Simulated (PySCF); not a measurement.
SMILES CSCCC(C)C (C₆H₁₄S) (GFN2-xTB optimised geometry):

```
21

C      2.171    -0.833    -2.768
S      2.608     0.274    -1.399
C      1.864    -0.630     0.000
C      0.342    -0.630     0.000
C     -0.284     0.769     0.000
C     -0.012     1.509     1.307
C     -1.789     0.661    -0.237
H      2.502    -1.842    -2.536
H      1.099    -0.809    -2.941
H      2.692    -0.463    -3.645
H      2.251    -1.649    -0.033
H      2.259    -0.136     0.886
H     -0.014    -1.176    -0.877
H      0.005    -1.178     0.884
H      0.160     1.343    -0.821
H     -0.514     2.474     1.302
H      1.052     1.686     1.442
H     -0.381     0.935     2.155
H     -2.259     0.091     0.562
H     -2.242     1.649    -0.265
H     -2.000     0.164    -1.182
```

Calculation: B3LYP/def2-SVP (PySCF 2.14.0).

Q: What are the frontier orbital energies and the dipole moment?

A: HOMO-2 -8.80 eV, HOMO-1 -8.07 eV, HOMO -5.82 eV, LUMO 1.20 eV, LUMO+1 1.48 eV; dipole moment 1.37 D.

On the same geometry PBE/def2-SVP (PySCF 2.14.0) gives HOMO-2 -7.62 eV, HOMO-1 -7.03 eV, HOMO -4.83 eV, LUMO 0.58 eV, LUMO+1 0.80 eV; dipole moment 1.40 D.

Meta-Löwdin charges at B3LYP/def2-SVP: C1 -0.34, S2 0.00, C3 -0.21, C4 -0.16, C5 -0.03, C6 -0.28, C7 -0.28, H8 0.10, H9 0.10, H10 0.12, H11 0.10, H12 0.11, H13 0.08, H14 0.08, H15 0.09, H16 0.09, H17 0.09, H18 0.08, H19 0.08, H20 0.09, H21 0.09.
